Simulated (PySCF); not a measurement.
**[Yb(H2O)4]3+ at several levels of theory**

Computed with PySCF 2.14.0 (density fitting, no spin-orbit coupling) at the geometry relaxed with B3LYP:

```xyz
13
[Yb(H2O)4]3+ (singlet in the valence; each metal's 4f electrons, 13 of them, lie in its core potential, out of spins and levels)
Yb    0.0000    0.0000    0.0000
O     1.3258    1.3036    1.2352
H     2.1368    1.0497    1.7399
H     1.2458    2.2746    1.4021
O    -1.3258   -1.2352    1.3036
H    -1.2458   -1.4021    2.2746
H    -2.1368   -1.7399    1.0497
O     1.3258   -1.3036   -1.2352
H     1.2458   -2.2746   -1.4021
H     2.1368   -1.0497   -1.7399
O    -1.3258    1.2352   -1.3036
H    -2.1368    1.7399   -1.0497
H    -1.2458    1.4021   -2.2746
```

```tsv
level	basis	state	HOMO (eV)	gap (eV)	charge on Yb1 (e)	population of f-type functions on Yb1 (polarisation alone where 4f lies in the core)	dipole about the centre of mass (D)	largest force component (eV/Å)
B3LYP	Yb lcecp-1-SVP with ECP59, O def2-SVP, H def2-SVP	singlet	-24.26	8.94	1.65	0.04	0.00	0.01
BP86	the same	singlet	-22.81	6.67	1.55	0.04	0.00	0.37
r2SCAN	the same	singlet	-23.16	7.47	1.69	0.04	0.00	0.04
PBE	the same	singlet	-22.70	6.66	1.53	0.04	0.00	0.31
B3LYP	Yb lcecp-1-TZVP with ECP59, O def2-TZVP, H def2-TZVP	singlet	-24.29	9.03	2.08	0.05	0.00	0.25
```

In the lcecp rows the 4f levels are missing from HOMO and gap, and the state counts the valence alone.

Charges are Mulliken's, which hang on the basis. The relaxation used the grid (50, 194), these runs (75, 302) or, all-electron (x2c bases, spin-free X2C Hamiltonian), (99, 590).

Q: What does M06-L with Yb lcecp-1-SVP with ECP59, O def2-SVP, H def2-SVP give here?

A: state singlet, HOMO (eV) -23.14, gap (eV) 7.55, charge on Yb1 (e) 1.82, population of f-type functions on Yb1 (polarisation alone where 4f lies in the core) 0.03, dipole about the centre of mass (D) 0.00, largest force component (eV/Å) 0.17. Time: 16 s on 2 threads of Intel(R) Xeon(R) Platinum 8488C (Sapphire Rapids), with other jobs on the host, from an already converged density.

In the first row's basis the gap widens with exact exchange: 6.7 to 7.6 eV for PBE, BP86, r2SCAN, M06-L (none); 8.9 eV for B3LYP (a fixed share).

An lcecp potential fixes the number of 4f electrons, so in runs with it no electron can move into or out of that shell.
